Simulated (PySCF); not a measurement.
H6NSi2, SMILES [SiH2]N[SiH3], multiplicity 2. Atoms are numbered in the order given.

```xyz
9

Si     1.5335    -0.0142    -0.5570
N      0.1899     0.2636     0.5219
Si    -1.5083    -0.0391     0.2497
H      1.1685    -1.1706    -1.4381
H      2.7561    -0.3364     0.2548
H      0.4082     0.8337     1.3366
H     -2.1345    -0.6117     1.4809
H     -1.6078    -1.0116    -0.8762
H     -2.2732     1.1968    -0.1097
```
Charge 0, spin multiplicity 2.

Geometry optimised at PBE0-D3(BJ)/def2-SVP. The isomer is the one that the SMILES or the coordinates give; other isomers of the formula were not compared.

All values below come from PBE/pcH-1 (PySCF).

Unrestricted Kohn–Sham, ⟨S²⟩ = 0.751. Hyperfine tensors hold the contact and dipolar terms, without spin-orbit corrections.

Question: Estimate the hyperfine couplings. (Estimate from the structure and the level; the computed values follow.)

Answer: 
```
nucleus     A(iso) (MHz)  A(iso) (G)  dipolar principal values (MHz)
----------  ------------  ----------  ------------------------------
29Si no. 1        -502.4      -179.3              -135.5, 67.1, 68.3
14N no. 2            8.1         2.9                -8.0, -7.8, 15.7
29Si no. 3           3.6         1.3                  -1.2, 0.4, 0.7
1H no. 4            69.1        24.7                  -7.4, 0.0, 7.4
1H no. 5            97.6        34.8                  -7.4, 0.4, 7.1
1H no. 6            -9.1        -3.3                -8.9, -3.2, 12.1
1H no. 7            13.5         4.8                 -1.3, -1.0, 2.2
1H no. 8            -0.6        -0.2                 -1.7, -1.2, 2.9
1H no. 9             4.6         1.7                 -1.4, -1.1, 2.4
```

Question: And the g tensor (effective nuclear charges for spin-orbit coupling, GIAO)? (The exact figures need the calculation; the answer reports its results.)

Answer: principal values 2.0020, 2.0027, 2.0039; isotropic 2.0029.
